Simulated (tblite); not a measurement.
Compound: C5H4F3O2 (doublet state).
Z-matrix (Å and degrees, GFN2-xTB geometry), rows numbered from 1:
```
O 
C   1  1.2011
C   2  1.5159  1  123.85
C   3  1.4842  2  104.35  1   -86.60
C   4  1.4779  3   87.44  2  -116.24
O   3  1.4159  2  116.48  1   175.39
C   2  1.5533  1  120.44  3  -174.25
F   7  1.3438  2  112.22  1   114.39
F   7  1.3344  2  112.30  1  -124.63
F   7  1.3322  2  110.57  1    -4.77
H   3  1.0960  2  109.89  1    43.50
H   4  1.0681  3  133.25  2    41.16
H   5  1.0973  4  115.69  3  -114.96
H   5  1.0969  4  117.73  3   114.89
```

Computed with GFN2-xTB (tblite): harmonic, unscaled wavenumbers at the GFN2-xTB geometry, gas phase. The method is semi-empirical: single wavenumbers can be off by several per cent or more. One conformer, not necessarily the lowest. Open shells enter through the occupations alone, without spin polarisation, and single modes of such species can be off by tens of per cent.

Harmonic wavenumbers (cm⁻¹): 40.6, 76.0, 140.7, 147.6, 207.8, 237.8, 292.1, 362.9, 377.2, 449.0, 456.0, 535.2, 593.5, 651.0, 710.6, 845.9, 880.6, 952.2, 986.5, 1006.9, 1039.6, 1054.9, 1063.0, 1099.6, 1107.6, 1144.1, 1148.4, 1188.3, 1213.8, 1241.4, 1416.0, 1750.3, 2863.1, 2884.8, 2904.9, 3189.6.

A = 2205, B = 1221, C = 1021 MHz; mass 153.016 u (most abundant isotopes); point group C1, symmetry number 1; spin multiplicity 2.

Q: Zero-point energy?

A: Half the sum of the wavenumbers: 18130 cm⁻¹ = 216.88 kJ/mol.

Q: Give the ideal-gas entropy at 500 K and 1 bar in the rigid-rotor, harmonic-oscillator model (classical rotation).

A: Translation 182.34, rotation 128.41, vibration 187.41, spin (R ln 2) 5.76: S = 503.9 J/(mol K).

Q: And Cp and H(500 K) − H(0)?

A: Cp = 210.10 J/(mol K), of which vibrations give 176.84 (their classical limit is 36 R = 299.3); H(500 K) − H(0) = 64.31 kJ/mol without the zero-point energy, 47.68 from vibrations.

Q: What must be added to the electronic energy to get the Gibbs energy at 500 K and 1 bar?

A: ZPE + [H(500 K) − H(0)] − T·S = 216.88 + 64.31 − 251.96 = 29.23 kJ/mol.

Q: Blend soft modes into free rotors: weight 1/[1 + (100 cm⁻¹/ν̃)⁴] for the oscillator and the rest for a rotor with moment μB/(μ + B), μ = h/(8π²ν), B = 10⁻⁴⁴ kg m². What vibrational entropy results?

A: 173.72 J/(mol K) in place of 187.41, which changes −T·S at 500 K by +6.85 kJ/mol.

Q: How do the functions run with temperature in this model?

A: 
```csv
T (K),S (J/(mol K)),Cp (J/(mol K)),H − H(0) (kJ/mol),G − H(0) (kJ/mol),ln q(vib)
50,252.3,52.4,2.06,-10.55,0.53
100,295.5,74.3,5.24,-24.31,1.61
298.15,411.1,149.7,27.55,-95.03,6.33
373.15,447.5,175.3,39.75,-127.24,8.11
750,598.1,252.9,122.74,-325.84,16.56
1000,674.5,277.1,189.24,-485.22,21.52
```

q(vib) and H(0) count from the zero-point level.

Hindered rotation and anharmonicity are outside this model. Other conformers, if any are populated, would add a mixing term that is left out. The structure is chiral; the term R ln 2 for an equal mix with its mirror image is left out.

On Arm Neoverse V2, one thread, no GPU, on a shared host, this took 0.36 s wall. This covers the Hessian and the dipole derivatives.
